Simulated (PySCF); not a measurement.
A PySCF script (with the pyscf-properties extension) for the NMR shieldings of SMILES [O+](C)(CC#N)[AlH2-][C](C)(C)C, C7H16AlNO, on a PBE0-D3(BJ)/def2-SVP geometry:

```python
import basis_set_exchange as bse
import numpy as np
from pyscf import gto, dft
from pyscf.prop import nmr

atoms = """
C     2.071007   -1.642859   -0.190582
O     1.684017   -0.365409    0.310593
C     2.516371    0.715465   -0.049406
C     2.523747    0.948822   -1.495331
N     2.537326    1.106526   -2.640599
Al    0.060002   -0.092746    1.514285
C    -1.429750    0.182561    0.214593
C    -1.188593    1.434471   -0.629596
C    -1.587339   -1.031275   -0.701650
C    -2.708313    0.365247    1.037661
H     3.098020   -1.873040    0.133374
H     1.374735   -2.370921    0.240344
H     2.004050   -1.654853   -1.288802
H     2.128195    1.599953    0.477655
H     3.549319    0.531380    0.294471
H     0.129878   -1.504185    2.277312
H     0.649557    1.220698    2.237392
H    -1.051402    2.334739   -0.006949
H    -2.045548    1.635215   -1.303157
H    -0.301380    1.338271   -1.279449
H    -0.707415   -1.177440   -1.352347
H    -1.742305   -1.964262   -0.133456
H    -2.458831   -0.914598   -1.376394
H    -2.933754   -0.520163    1.656913
H    -3.586370    0.530470    0.381411
H    -2.647552    1.236303    1.713044
"""
names = dict.fromkeys(["C", "O", "N", "Al", "H"], "pcSseg-1")
basis = {el: gto.basis.parse(bse.get_basis(n, elements=[el], fmt="nwchem")) for el, n in names.items()}
mol = gto.M(atom=atoms, basis=basis, charge=0, verbose=0)
mf = dft.RKS(mol, xc="GGA_XC_KT2")
mf.grids.level = 2
mf.grids.alignment = dft.numint.BLKSIZE   # the property module wants whole blocks of grid points
mf.conv_tol = 1e-9
mf.kernel()

calc = nmr.RKS(mf)   # GIAO
sigma = calc.kernel()   # uncoupled for a functional without exact exchange
for i, s in enumerate(sigma):   # ppm
    print("%2d %-2s %9.2f" % (i, mol.atom_pure_symbol(i), np.trace(s) / 3))
```

**Question.** Give the expected output.

**Answer.** 
```
 0 C     119.89
 1 O     300.62
 2 C     120.72
 3 C      75.96
 4 N     -41.29
 5 Al    371.09
 6 C     163.03
 7 C     152.32
 8 C     152.54
 9 C     156.97
10 H      27.97
11 H      26.82
12 H      27.06
13 H      25.93
14 H      27.21
15 H      26.67
16 H      26.80
17 H      29.80
18 H      30.38
19 H      29.82
20 H      30.13
21 H      29.80
22 H      30.37
23 H      30.09
24 H      30.56
25 H      30.11
```

These numbers come from an equivalent density-fitted implementation of the same equations, which agrees with the script to about 0.01 ppm for H and up to a few tenths of a ppm for heavy atoms, so last digits may differ.

**Question.** Turn these shieldings into chemical shifts. Shifts are taken against calculated references (same method and geometry level): ¹³C (183.22 ppm), ¹H (31.18 ppm) vs TMS; H2O for ¹⁷O (330.66 ppm); NH3 for ¹⁵N (264.30 ppm); ²⁷Al (497.73 ppm) against AlH4-.

**Answer.** Averaging equivalent atoms: C 3: 107.3; C 0: 63.3; C 2: 62.5; C 7/8/9: 29.3; C 6: 20.2; O 1: 30.0; N 4: 305.6; Al 5: 126.6; H 13/14: 4.61; H 15/16: 4.45; H 10/11/12: 3.90; H 17/18/19/20/21/22/23/24/25: 1.06 ppm. Experimental scales use liquid or dissolved standards, which lie at an offset from isolated NH3 (liquid NH3: subtract about 20 ppm) and H2O (liquid H2O: subtract about 36 ppm). Unscaled 15N shifts of sp2 nitrogen come out 20 to 40 ppm too high even then.

Size and cost of the density-fitted run: 257 basis functions, 99 s wall time on 1 thread of an Arm Neoverse V1, shared host.
